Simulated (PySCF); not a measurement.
Mayer bond orders and bond lengths

Compound: C7H10NO2 (charge -1).
Numbering: `[NH:1]=[C:2]1[CH2:3][CH2:4][CH:5]([C:6](=[O:7])[O-:8])[CH2:9][CH2:10]1` (hydrogens: H11 on N1; H12, H13 on C3; H14, H15 on C4; H16 on C5; H17, H18 on C9; H19, H20 on C10)

Cartesian coordinates in Å at the GFN2-xTB level; atoms count from 1:
```xyz
20
C7H10NO2 angstrom
N     -2.8017    0.2064   -0.1950
C     -1.5733    0.0566    0.0798
C     -0.8181   -1.2317    0.0911
C      0.4296   -1.1466   -0.7940
C      1.2877    0.0430   -0.3856
C      1.9007   -0.0864    1.0921
O      1.6213   -1.1148    1.7226
O      2.6003    0.8731    1.4341
C      0.4819    1.3332   -0.4821
C     -0.7509    1.2547    0.4248
H     -3.2797   -0.6689   -0.4222
H     -1.4619   -2.0648   -0.2180
H     -0.4476   -1.4170    1.1044
H      1.0052   -2.0675   -0.6746
H      0.1330   -1.0584   -1.8487
H      2.1536    0.1129   -1.0576
H      0.1615    1.5182   -1.5161
H      1.1132    2.1637   -0.1589
H     -1.3610    2.1576    0.3470
H     -0.3991    1.1471    1.4537
```

Bond orders from the PBE0/pcSseg-1 density (PySCF). Isolated species at its GFN2-xTB geometry (one conformer only). The pcSseg-1 basis has no diffuse functions, a weakness for an anion.

Question: Where do the orders between heavy atoms depart from those drawn in the SMILES?

Answer: The largest departure is 0.747, at C6–O8 (drawn single, 1.747). Drawn single, order above 1.12: C6–O8 (1.747). Drawn single, order below 0.88: C5–C6 (0.835). The SMILES, with its formal charges, is one Lewis structure only.

Question: Give the Mayer order of every bond, beside its length.

Answer: 
```tsv
bond	drawn as	length (Å)	Mayer order
N1–C2	double	1.268	2.070
C2–C3	single	1.493	1.003
C3–C4	single	1.532	1.011
C4–C5	single	1.523	1.003
C5–C6	single	1.605	0.835
C6–O7	double	1.238	1.703
C6–O8	single	1.236	1.747
C5–C9	single	1.524	1.020
C9–C10	single	1.532	1.028
C10–C2	single	1.494	0.985
N1–H11	single	1.023	0.941
C3–H12	single	1.097	0.950
C3–H13	single	1.095	0.889
C4–H14	single	1.093	0.944
C4–H15	single	1.099	0.947
C5–H16	single	1.098	0.947
C9–H17	single	1.098	0.948
C9–H18	single	1.092	0.937
C10–H19	single	1.093	0.950
C10–H20	single	1.093	0.923
```

By pair of heavy elements: C–C: lowest C5–C6 (0.835, 1.605 Å), highest C9–C10 (1.028, 1.532 Å); in 5 of the 21 pairs the longer bond (by over 0.003 Å) has the higher order (by 0.02 or more). C–O: lowest C6–O7 (1.703, 1.238 Å), highest C6–O8 (1.747, 1.236 Å).

Question: Sum the orders of all bonds at each heavy atom with more than one neighbour and set the sums beside the valence in the SMILES.

Answer: N1 3.011 (drawn 3), C2 4.058 (drawn 4), C3 3.853 (drawn 4), C4 3.905 (drawn 4), C5 3.805 (drawn 4), C6 4.285 (drawn 4), C9 3.933 (drawn 4), C10 3.886 (drawn 4). Orders between atoms that aren't bonded are not in these sums.

The Mayer order sums products of elements of PS (density times overlap matrix) between the two atoms' basis functions, so it depends on the basis set.
